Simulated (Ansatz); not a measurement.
Consider the cleavage of the Al–Ga bond: `[SiH3][O][Al]([Cl])[GaH2]` + H₂S → `[SiH3][O][Al]([SH])[Cl]` + `[GaH3]`.

Calculated with Ansatz (gas phase, PBE0-D4/def2-TZVP geometries, no zero-point term in ΔE). CBS: MP2 limit from def2 TZ/QZ plus the TZ coupled-cluster correction, frozen cores. This one scheme is used for every species. DFT in def2-TZVPP. B3LYP here is the variant with VWN-RPA as its local correlation; programs differ in this. For Ga outer-core shells are correlated without core-valence functions, which leaves a few kJ/mol of doubt a bond. Scalar relativity is left out up to krypton. One conformer a species, not always the lowest.

`[SiH3][O][Al]([Cl])[GaH2]`:

Z-matrix (Å, degrees):
```
Si
O 1 1.630
H 1 1.486 2 109.3
H 1 1.487 2 110.3 3 -119.7
H 1 1.487 2 110.4 3 119.8
Al 2 1.681 1 160.9 3 -176.2
Ga 6 2.498 2 122.0 1 179.9
Cl 6 2.107 2 117.2 1 -0.1
H 7 1.573 6 121.5 2 -90.5
H 7 1.573 6 121.4 2 89.8
```

H₂S:

Z-matrix (Å, degrees):
```
S
H 1 1.341
H 1 1.341 2 92.3
```

`[SiH3][O][Al]([SH])[Cl]`:

```xyz
9

Si   -0.306    1.352   -1.085
O    -0.061    0.082   -0.095
Al   -0.146   -1.363    0.734
S     1.331   -1.876    2.225
Cl   -1.681   -2.716    0.353
H    -1.707    1.832   -0.967
H     0.618    2.453   -0.708
H    -0.041    0.956   -2.493
H     1.992   -0.720    2.035
```

`[GaH3]`:

Cartesian coordinates in Å:
```
Ga 0.000 0.000 -0.001
H 1.174 -1.039 -0.039
H 0.222 1.454 -0.544
H -1.395 -0.415 0.583
```

Q: Is it downhill or uphill in electronic energy at CCSD(T)/CBS, and by how much? (An estimate is asked.)

A: Computed: Downhill: ΔE = -75.9 kJ/mol.

Q: What do these levels give: LDA (SPW92), r2SCAN-D4, B3LYP-D4, r2SCAN0, MP2/def2-SVP, CCSD(T)/def2-TZVPP? (Best estimate.)

A: Computed: LDA (SPW92) -68.8, r2SCAN-D4 -81.8, B3LYP-D4 -73.8, r2SCAN0 -82.6, MP2/def2-SVP -88.6, CCSD(T)/def2-TZVPP -76.1 kJ/mol.

Largest T1 diagnostic among the species: 0.013.

Leaving LDA and LC-ωPBE aside and taking each functional with its dispersion term where it has one, the values, not all of them listed here, spread over 21.3 kJ/mol, from B97M-V to PBE-D4. LDA lies −3.3 kJ/mol from PBE without D4. From PBE to PBE0 (25 % exact exchange), in def2-TZVPP and without D4, ΔE moves by −6.1 kJ/mol.
